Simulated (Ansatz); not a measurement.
Saddle point of HfH2Cl2O2, closed shell (HfH₂Cl₂O₂ ([OH][Hf]([OH])([Cl])[Cl]) → HfCl₂O ([O][Hf]([Cl])[Cl]) + H₂O (still joined by a long Hf–O bond); bonds formed: O2–H4; bonds broken: O3–H4; bonds weakened to dative contacts: Hf1–O2), PBE0-D4/def2-TZVP structure:

```
atom    x (Å)    y (Å)    z (Å)
 Hf1  -0.3035   0.0058   0.7043
  O2   0.7848  -0.5040  -1.0632
  O3  -1.2894   0.5838  -0.7044
  H4  -0.1713   0.0811  -1.3322
 Cl5   0.6735   1.7781   1.9212
 Cl6  -1.3028  -1.7684   1.9047
  H7   1.6087  -0.1765  -1.4303
```

Energies are electronic, without zero-point energy. Barriers and step energies count from the start structure reached by relaxing down the imaginary mode; all methods use the PBE0-D4 structures, on which another method's saddle can fall below an end. Computed with Ansatz 0.2.0 (basis: def2-TZVPP, with def2-QZVPP for the basis limit); correlated methods freeze the cores. Core potentials replace the inner electrons of the atoms past krypton. B3LYP uses VWN-RPA correlation. Extrapolation: Hartree–Fock as exp(−7.88 √X), correlation as X^−2.97.

```csv
method,barrier (eV),step energy (eV)
SPW92,1.822,1.833
PBE-D4,1.924,1.720
BLYP-D4,2.064,1.761
r2SCAN-D4,2.083,1.824
B97M-V,2.280,1.883
PBE0-D4,?,1.854
B3LYP-D4,?,1.872
r2SCAN0-D4,2.231,1.919
BHLYP-D4,2.476,2.042
CAM-B3LYP-D4,2.302,1.968
wB97X-V,2.279,1.929
wB97M-V,2.266,1.914
B2PLYP,2.146,1.734
PBE-QIDH,?,1.791
RPA on PBE,2.111,1.736
HF,2.898,2.250
MP2,2.030,1.596
CCSD,2.334,1.909
CCSD(T),2.178,1.787
```

Fill in the withheld barriers. (Judge from chemistry; the value comes from the calculation.)

Computed: PBE-QIDH 2.160; PBE0-D4 2.134; B3LYP-D4 2.225 eV. Each is the energy of the saddle less that of the start structure, by the same method.

For comparison, the barrier by CCSD(T) at an estimated basis limit (MP2 extrapolated from triple and quadruple zeta, plus CCSD(T) − MP2 in triple zeta) is 2.214 eV.

The T1 diagnostic stays at or below 0.018.

Labels in which every atom is bracketed show which atoms are joined, not bond orders.

For scale, one of the runs: CCSD(T)/def2-TZVPP, 230 basis functions, launched by `ansatz run in.yaml --threads 8 --pin off --events-out ev --progress --plain --max-ram 19148MiB`. The run took 29 s on 8 CPU threads of an AMD EPYC 9R45 (shared host), with 4.4 GiB of host memory at its peak.
